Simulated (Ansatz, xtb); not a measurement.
**A geometry optimisation of C4H9AlO with r2SCAN-D4/def2-SVP**

The starting geometry of this gas-phase singlet was built from a drawn formula by distance geometry and a force field; its bonds are those of `[CH3][AlH][C@@H](C)C=O`.

```xyz
15

C     2.0729   -1.0982    1.0724
C     0.4543    0.8993   -1.2509
C    -0.8185    1.1307   -0.3560
C     1.3534    2.0504   -1.0734
Al    1.3723   -0.8136   -0.7370
O     1.7895    2.3698    0.0263
H     2.5093   -2.1149    1.1241
H     2.8156   -0.2848    1.3466
H     1.2029   -1.0515    1.7986
H     1.5998   -1.9285   -1.9105
H     0.1222    0.8374   -2.2958
H    -1.5392    0.2738   -0.5113
H    -1.3315    2.0545   -0.6832
H    -0.5357    1.1288    0.7164
H     1.6650    2.6206   -1.9438
```

Question: Predict what it relaxes into with r2SCAN-D4/def2-SVP.

Answer: It keeps its bonds, and is `[CH3][AlH][C@@H](C)C=O`.

The energy falls by 0.32 eV over 17 steps:

```csv
step,E − E(last) (eV)
1,0.323
3,0.114
5,0.031
6,0.015
8,0.007
10,0.003
12,0.001
13,0.001
15,0.000
17,0.000
```

Final geometry (Å):

```xyz
15

C     1.8979   -1.0516    1.0000
C     0.4168    0.9514   -1.2583
C    -0.7228    1.0709   -0.2387
C     1.4450    2.0039   -1.1244
Al    1.3704   -0.7688   -0.8515
O     1.6565    2.6530   -0.1170
H     2.7872   -1.6949    1.1025
H     2.1014   -0.0937    1.5078
H     1.0884   -1.5461    1.5679
H     1.5830   -1.8377   -2.0109
H     0.0756    0.8871   -2.3075
H    -1.4239    0.2206   -0.2812
H    -1.3108    1.9886   -0.4114
H    -0.3232    1.1411    0.7844
H     2.0909    2.1501   -2.0390
```

From the same start GFN2-xTB ends elsewhere, differing in C2–Al5 (3.86 against 2.01 Å here), Al5–O6 (1.66 against 3.51 Å here).

The end wasn't checked by frequencies. Run with Ansatz 0.2.0, 72 s on 2 threads of Arm Neoverse V2 (shared host).
